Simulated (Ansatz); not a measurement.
A made-up structure of BSiH₃O₂, closed shell:

O1  (-2.378, 0.271, -0.645)
B2  (-1.102, 0.112, -0.065)
Si3  (0.888, -0.029, 0.634)
O4  (2.217, -0.283, -0.294)
H5  (-3.146, 0.274, -0.698)
H6  (0.899, -0.054, 2.189)
H7  (2.621, -0.291, -1.120)
(Å)

It is relaxed with PBE-D4/def2-SVP and then PBE0-D4/def2-TZVP (Ansatz 0.2.0). Atoms count as bonded within 1.22 times the sum of their covalent radii (H–H: 0.88 Å). The end point is not checked to be a true minimum.

Problem. Does its bonding change? (Judge from chemistry; the calculation decides.)

Solution. Computed: No: no bond forms or breaks.

Where it ends: The first stage lowers the energy by 3.83 eV in 15 steps. It ends as BSiH₃O₂ ([OH][B][SiH][OH]):
O1  (-2.091, 0.537, -0.586)
B2  (-0.986, 0.083, -0.057)
Si3  (0.832, 0.356, 0.558)
O4  (1.945, -0.591, -0.253)
H5  (-2.840, -0.068, -0.619)
H6  (0.791, -0.162, 1.959)
H7  (2.350, -0.154, -1.002)
(Å)

Labels in which every atom is bracketed show which atoms are joined, not bond orders.

For scale, one of the runs: PBE0-D4/def2-TZVP relaxation, 148 basis functions, launched by `ansatz run in.yaml --threads 2 --pin off --events-out ev --progress --plain --max-ram 4352MiB`. Hardware: 2 CPU threads of an Intel Xeon Platinum 8559C, shared host. Wall time about 17 s.
